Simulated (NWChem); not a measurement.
System: C2H6HfO; SMILES [Hf]([CH3])([CH3])=[O]

Not confirmed as a minimum by frequencies. def2 effective core potentials on Hf; no spin-orbit coupling.

### Question
Give the equilibrium geometry at PBE0/def2-SVP with def2 effective core potentials on Hf (NWChem) as a list of bonds and angles, with the point group.

### Answer
point group Cs; any orientation.
Bonds (Å): Hf1–O2 1.755, Hf1–C3 2.228, Hf1–C7 2.228, C3–H4 1.104, C3–H5 1.105, C3–H6 1.106, C7–H8 1.105, C7–H9 1.104, C7–H10 1.106. Bond angles (°): O2–Hf1–C3 103.7, O2–Hf1–C7 103.7, C3–Hf1–C7 103.3, Hf1–C3–H4 109.2, Hf1–C3–H5 112.9, Hf1–C3–H6 112.1, H4–C3–H5 107.8, H4–C3–H6 106.2, H5–C3–H6 108.3, Hf1–C7–H8 112.9, Hf1–C7–H9 109.2, Hf1–C7–H10 112.1, H8–C7–H9 107.8, H8–C7–H10 108.3, H9–C7–H10 106.2.
